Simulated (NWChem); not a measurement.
# SbH2Cl; SMILES [SbH2][Cl]

def2 effective core potentials on Sb; no spin-orbit coupling.

### Question
Give the equilibrium geometry at PBE0/def2-SVP with def2 effective core potentials on Sb (NWChem) as a list of bonds and angles, with the point group.

### Answer
point group Cs; any orientation.
Bond lengths (Å): Sb1–H2 1.721, Sb1–H3 1.721, Sb1–Cl4 2.384. Bond angles (°): H2–Sb1–H3 89.9, H2–Sb1–Cl4 94.8, H3–Sb1–Cl4 94.8.
